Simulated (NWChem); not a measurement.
System: phosphorus nitride (PN); SMILES P#N

NWChem input:

```
start job
memory heap 200 mb stack 900 mb global 1100 mb
geometry units angstroms
  N      1.003921    -0.023549     0.012256
  P     -0.453985     0.010649    -0.005542
end
basis spherical
  * library def2-tzvp
end
dft
  xc pbe0
  disp vdw 4
  iterations 150
end
driver
  maxiter 120
end
task dft optimize
task dft freq
```

NWChem printed, in part:

```
             Northwest Computational Chemistry Package (NWChem) 7.3.0
             --------------------------------------------------------

 ORDER OF PRIMARY AXIS IS BEING SET TO 4
 C4V symmetry detected

                             Geometry "geometry" -> ""
                             -------------------------

 Output coordinates in angstroms (scale by  1.889725989 to convert to a.u.)

  No.       Tag          Charge          X              Y              Z
 ---- ---------------- ---------- -------------- -------------- --------------
    1 N                    7.0000     0.00000000     0.00000000     0.99437430
    2 P                   15.0000     0.00000000     0.00000000    -0.46404134

 Effective nuclear repulsion energy (a.u.)      38.0986117052

      Symmetry information
      --------------------

 Group name             C4v
 Group number             18
 Group order               8
 No. of unique centers     2

                                Z-matrix (autoz)
                                --------

 Units are Angstrom for bonds and degrees for angles

      Type          Name      I     J     K     L     M      Value
      ----------- --------  ----- ----- ----- ----- ----- ----------
    1 Stretch                  1     2                       1.45842

                           NWChem Geometry Optimization
                           ----------------------------

 maximum gradient threshold         (gmax) =   0.000450
 rms gradient threshold             (grms) =   0.000300
 maximum cartesian step threshold   (xmax) =   0.001800
 rms cartesian step threshold       (xrms) =   0.001200
 fixed trust radius                (trust) =   0.300000
 source of zmatrix                         =   autoz

          -------------------
          Energy Minimization
          -------------------

 Using diagonal initial Hessian
 Scaling for Hessian diagonals: bonds = 1.00  angles = 0.25  torsions = 0.10

          --------
          Step   0

                                 NWChem DFT Module
                                 -----------------

 Summary of "ao basis" -> "ao basis" (spherical)
 ------------------------------------------------------------------------------
       Tag                 Description            Shells   Functions and Types
 ---------------- ------------------------------  ------  ---------------------
 N                         def2-tzvp                11       31   5s3p2d1f
 P                         def2-tzvp                13       37   5s5p2d1f

      Symmetry analysis of basis
      --------------------------

        a1         24
        a2          0
        b1          6
        b2          6
        e          32

            General Information
            -------------------
          SCF calculation type: DFT
          Wavefunction type:  closed shell.
          No. of atoms     :     2
          No. of electrons :    22
           Alpha electrons :    11
            Beta electrons :    11
          Charge           :     0
          Spin multiplicity:     1
          Use of symmetry is: on ; symmetry adaption is: on
          Maximum number of iterations: 150
          AO basis - number of functions:    68
                     number of shells:    24
          Convergence on energy requested:  1.00D-06
          Convergence on density requested:  1.00D-05
          Convergence on gradient requested:  5.00D-04

              XC Information
              --------------
                         PBE0 Method XC Functional
                     Hartree-Fock (Exact) Exchange  0.250
          PerdewBurkeErnzerhof Exchange Functional  0.750
            Perdew 1991 LDA Correlation Functional  1.000 local
           PerdewBurkeErnz. Correlation Functional  1.000 non-local

             Grid Information
             ----------------
          Grid used for XC integration:  medium
          Radial quadrature: Mura-Knowles
          Angular quadrature: Lebedev.
          Tag              B.-S. Rad. Rad. Pts. Rad. Cut. Ang. Pts.
          ---              ---------- --------- --------- ---------
          N                   0.65       49           7.0       434
          P                   1.00       88           7.0       590
          Grid pruning is: on
          Number of quadrature shells:   137
          Spatial weights used:  Erf1

           DFT-D3BJ Model
          s6 scale factor  :        1.000000000000
          s8 scale factor  :        1.217700000000
          a1 parameter     :        0.414500000000
          a2 parameter     :        4.859300000000
              vdW contrib  :       -0.000722393762

      Superposition of Atomic Density Guess
      -------------------------------------

 Sum of atomic energies:        -394.96266612

      Non-variational initial energy
      ------------------------------

 Total energy =    -395.231411
 1-e energy   =    -620.586236
 2-e energy   =     187.256214
 HOMO         =      -0.350559
 LUMO         =      -0.055238

      Symmetry analysis of molecular orbitals - initial
      -------------------------------------------------

 !! scf_movecs_sym_adapt:   12 vectors were symmetry contaminated

  Symmetry fudging

 !! scf_movecs_sym_adapt:   10 vectors were symmetry contaminated

[...]

      ----------------------
      Optimization converged
      ----------------------

  Step       Energy      Delta E   Gmax     Grms     Xrms     Xmax
  ---- ---------------- -------- -------- -------- -------- --------
@    2    -395.89920132 -7.4D-08  0.00003  0.00003  0.00015  0.00026
                                     ok       ok       ok       ok

                                Z-matrix (autoz)
                                --------

 Units are Angstrom for bonds and degrees for angles

      Type          Name      I     J     K     L     M      Value     Gradient
      ----------- --------  ----- ----- ----- ----- ----- ---------- ----------
    1 Stretch                  1     2                       1.47941   -0.00003

                         Geometry "geometry" -> "geometry"
                         ---------------------------------

 Output coordinates in angstroms (scale by  1.889725989 to convert to a.u.)

  No.       Tag          Charge          X              Y              Z
 ---- ---------------- ---------- -------------- -------------- --------------
    1 N                    7.0000     0.00000000     0.00000000     1.00487047
    2 P                   15.0000     0.00000000     0.00000000    -0.47453751

 Effective nuclear repulsion energy (a.u.)      37.5580041011

      Symmetry information
      --------------------

 Group name             C4v
 Group number             18
 Group order               8
 No. of unique centers     2

                Final and change from initial internal coordinates
                --------------------------------------------------

                                Z-matrix (autoz)
                                --------

 Units are Angstrom for bonds and degrees for angles

      Type          Name      I     J     K     L     M      Value       Change
      ----------- --------  ----- ----- ----- ----- ----- ---------- ----------
    1 Stretch                  1     2                       1.47941    0.02099

 ==============================================================================
                                internuclear distances
 ------------------------------------------------------------------------------
       center one      |      center two      | atomic units |  angstroms
 ------------------------------------------------------------------------------
    2 P                |   1 N                |     2.79568  |     1.47941
 ------------------------------------------------------------------------------
                         number of included internuclear distances:          1
 ==============================================================================

[second-derivative integrals and response iterations left out]

  Vibrational analysis via the FX method

  See chapter 2 in "Molecular Vibrations" by Wilson, Decius and Cross

  Vib: Default input used

[...]

 Rotational Constants
 --------------------
 A=   0.000000 cm-1  (  0.000000 K)
 B=   0.798722 cm-1  (  1.149158 K)
 C=   0.798722 cm-1  (  1.149158 K)

 Temperature                      =   298.15K
 frequency scaling parameter      =   1.0000

 Linear Molecule

 Zero-Point correction to Energy  =    2.041 kcal/mol  (  0.003252 au)
 Thermal correction to Energy     =    3.526 kcal/mol  (  0.005618 au)
 Thermal correction to Enthalpy   =    4.118 kcal/mol  (  0.006562 au)

 Total Entropy                    =   50.363 cal/mol-K
   - Translational                =   37.320 cal/mol-K (mol. weight =  44.9768)
   - Rotational                   =   13.027 cal/mol-K (symmetry #  =        1)
   - Vibrational                  =    0.016 cal/mol-K

 Cv (constant volume heat capacity) =    5.062 cal/mol-K
   - Translational                  =    2.979 cal/mol-K
   - Rotational                     =    1.986 cal/mol-K
   - Vibrational                    =    0.096 cal/mol-K

[normal modes left out]

 ----------------------------------------------------------------------------
 Normal Eigenvalue ||           Projected Infra Red Intensities
  Mode   [cm**-1]  || [atomic units] [(debye/angs)**2] [(KM/mol)] [arbitrary]
 ------ ---------- || -------------- ----------------- ---------- -----------
    1       -0.000 ||    0.000000           0.000         0.000       0.000
    2        0.000 ||    0.011437           0.264        11.150      20.034
    3        0.000 ||    0.011437           0.264        11.150      20.034
    4        0.000 ||    0.005171           0.119         5.041       9.057
    5        0.000 ||    0.005171           0.119         5.041       9.057
    6     1428.352 ||    0.001037           0.024         1.011       1.816
 ----------------------------------------------------------------------------
```

Level: PBE0-D3(BJ)/def2-TZVP.
